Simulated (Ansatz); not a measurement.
Program: Ansatz. Geometries: PBE0-D4/def2-TZVP. ΔE: electronic, gas phase. CBS: MP2 limit from def2 TZ/QZ plus the TZ coupled-cluster correction, frozen cores. This one scheme is used for every species. Functionals use def2-TZVPP. B3LYP here is the variant with VWN-RPA as its local correlation; programs differ in this. Elements past krypton have def2 core potentials. For Te outer-core shells are correlated without core-valence functions, which leaves a few kJ/mol of doubt a bond.

Consider the formal exchange of groups at a Te–B bond: `ClB[TeH]` + BH₃ → `B[TeH]` + `BCl`.

| level | ΔE (kJ/mol) | difference from CCSD(T)/CBS |
| --- | --- | --- |
| revPBE-D4 | -22.1 | -0.7 |
| r2SCANh-D4 | -22.8 | -1.4 |
| CAM-B3LYP-D4 | -22.2 | -0.8 |
| PBE | -26.6 | -5.2 |
| B3LYP | -25.2 | -3.8 |
| CCSD(T)/def2-SVP | -25.3 | -3.9 |
| HF/def2-TZVPP | -21.9 | -0.5 |
| MP2/def2-TZVPP | -19.0 | 2.4 |
| CCSD/def2-TZVPP | -23.2 | -1.8 |
| MP2/def2-QZVPP | -17.8 | 3.6 |
| CCSD(T)/CBS | -21.4 | 0 |

Largest T1 diagnostic among the species: 0.015.

At CCSD(T), def2-SVP lies −3.9 kJ/mol from the extrapolated value and def2-TZVPP −2.0 kJ/mol. Leaving LDA and LC-ωPBE aside and taking each functional with its dispersion term where it has one, the values, not all of them listed here, spread over 4.7 kJ/mol, from PBE-D4 to BHLYP-D4.
